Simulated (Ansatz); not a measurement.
C$_{6}$H$_{11}$ClO$_{2}$ (`CCOC(=O)CCCCl`) at its PBE0-D4/def2-TZVP geometry, where that method's forces vanish. Charge 0, multiplicity 1.

```xyz
20

C    -1.9004    0.8831   -2.5137
C    -2.0253   -0.1782   -1.4485
O    -0.7408   -0.6824   -1.0577
C    -0.0811    0.0154   -0.1286
O    -0.5103    1.0112    0.3949
C     1.2594   -0.6043    0.1568
C     1.9791    0.0348    1.3281
C     1.3174   -0.1978    2.6674
Cl    1.2715   -1.9360    3.0985
H    -1.3776    1.7591   -2.1277
H    -1.3604    0.5004   -3.3821
H    -2.8947    1.1963   -2.8407
H    -2.5603   -1.0532   -1.8189
H    -2.5362    0.2081   -0.5651
H     1.1185   -1.6767    0.3144
H     1.8547   -0.5131   -0.7571
H     2.0264    1.1182    1.1787
H     3.0065   -0.3360    1.3646
H     0.2876    0.1532    2.6704
H     1.8661    0.2981    3.4664
```

Task: What forces (eV/Å) does PBE-D4/def2-TZVPP give on these atoms in Ansatz 0.2.0? (Estimate.)

Result: Ansatz gave: 
```
C1  -0.008  0.027 -0.029
C2  -0.261  0.083 -0.089
O3   0.079 -0.681 -0.446
C4   0.515 -0.396 -0.009
O5  -0.429  1.052  0.571
C6   0.052 -0.028 -0.029
C7   0.023 -0.006 -0.001
C8   0.025  0.094 -0.018
Cl9 -0.019 -0.361  0.104
H10  0.098  0.179  0.066
H11  0.102 -0.065 -0.177
H12 -0.190  0.070 -0.075
H13 -0.122 -0.188 -0.075
H14 -0.122  0.090  0.196
H15  0.001 -0.230  0.034
H16  0.137 -0.005 -0.181
H17  0.018  0.224 -0.031
H18  0.213 -0.062  0.010
H19 -0.218  0.086  0.005
H20  0.107  0.118  0.172
```
